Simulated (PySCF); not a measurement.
In: excitation energy

In [Kr] 4d10 5s2 5p1 (2P) → In [Kr] 4d10 5s1 5p1 6s1 (4P), as a difference of total energies. All numbers are calculated (PySCF 2.14, the spin-free X2C one-electron Hamiltonian (Gaussian nucleus), in x2c-QZVPPall with one added diffuse shell each of s, p, d, f type (14s10p8d5f1g, 128 functions)). Correlated levels: valence: [Kr] 4d10 frozen; valence and next inner shell: [Ar] 3d10 frozen. The calculations carry no spin-orbit coupling.

```json
{"method": "UHF", "excitation energy (cm⁻¹)": "53366"}
{"method": "LDA", "excitation energy (cm⁻¹)": "69261"}
{"method": "PBE", "excitation energy (cm⁻¹)": "66509"}
{"method": "PBE0", "excitation energy (cm⁻¹)": "64563"}
{"method": "r2SCAN", "excitation energy (cm⁻¹)": "65232"}
{"method": "wB97M-V", "excitation energy (cm⁻¹)": "65230"}
{"method": "HSE06", "excitation energy (cm⁻¹)": "64902"}
{"method": "M06-2X", "excitation energy (cm⁻¹)": "65122"}
{"method": "MP2 (valence)", "excitation energy (cm⁻¹)": "59055"}
{"method": "SCS-MP2 (valence)", "excitation energy (cm⁻¹)": "60845"}
{"method": "MP2 (valence and next inner shell)", "excitation energy (cm⁻¹)": "66700"}
{"method": "SCS-MP2 (valence and next inner shell)", "excitation energy (cm⁻¹)": "67141"}
```

A first-order spin-orbit estimate (lowest level to lowest level, LS coupling) adds -0.041 eV.

The upper state lies above the first ionisation limit, but in LS coupling its spin forbids autoionisation to the ground ion; at this Z spin-orbit coupling breaks that rule. A Rydberg-like electron needs more diffuse functions than a valence basis has.

The promoted electron is Rydberg-like, and one or two diffuse shells describe it only roughly, which tends to raise the upper state.
